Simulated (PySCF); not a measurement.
A structure optimised at PBE-D3(BJ)/def2-TZVP, used in a PySCF frequency run:

```xyz
6

B      0.0000     0.0000     0.7013
H      0.0000     0.0000     1.8966
S      0.0000     1.5435    -0.2225
H      0.0000     2.3574     0.8579
S      0.0000    -1.5435    -0.2225
H      0.0000    -2.3574     0.8579
```

Task: Write its SMILES, formula and point group.

Result: SBS, BH₃S₂, C2v

Task: What are its rotational constants (standard atomic weights)?

Result: 37.489, 3.0824, 2.8482 GHz
